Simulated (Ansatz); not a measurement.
Reaction (ligand exchange at the Si–O bond): `O[SiH](O)N[SiH2]F` + H–F → `O[SiH](F)N[SiH2]F` + H₂O

Isolated molecules relaxed with PBE0-D4/def2-TZVP in Ansatz; ΔE leaves out vibrations. CCSD(T)/CBS adds triple-zeta CCSD(T) − MP2 to the extrapolated MP2 energy (def2 sets, frozen cores). This one scheme is used for every species. Functionals use def2-TZVPP. Each species was taken in one conformer, which may not be the lowest.

```
             level  ΔE (kJ/mol)
           PBE0-D4        -39.9
            B2PLYP        -44.8
    MP2/def2-TZVPP        -39.3
CCSD(T)/def2-TZVPP        -41.0
```

**Question.** What does CCSD(T)/CBS give? (Best estimate.)

**Answer.** Computed: -42.7 kJ/mol. The listed levels differ from it by 2.8, -2.1, 3.4, 1.7 kJ/mol.

Largest T1 diagnostic among the species: 0.012.

The D4 term adds +5.7 kJ/mol with B3LYP and +3.0 kJ/mol with PBE0; it sums over pairs of atoms, weighted by their polarisabilities, and B3LYP, whose exchange is more repulsive, gets the larger term. In def2-TZVPP, CCSD(T) changes the Hartree–Fock value by +10.9 kJ/mol (the triples alone add +1.8 kJ/mol) and MP2 by +12.6 kJ/mol.

B3LYP here is the variant with VWN-RPA as its local correlation; programs differ in this.
